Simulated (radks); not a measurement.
Task: Valence configurations of the carbon ion C+ (all share [He]). All-electron calculation, scalar-relativistic Kohn-Sham, PBE, spin-polarised, spherical densities, point nucleus; open shells are filled with parallel spins first. Program: a radial shooting solver on a logarithmic mesh with Libxc functionals. Order these by energy: 2s2 2p1; 2s1 2p2; 2s1.5 2p1.5; 2p3.

Result: From the lowest, in eV above it: 2s2 2p1 0.000; 2s1.5 2p1.5 2.991; 2s1 2p2 4.817; 2p3 13.665. NIST lists [He] 2s2 2p1 as the ground configuration; this level of theory agrees among the configurations tried. The energies are those of spherical high-spin densities, not of single terms.
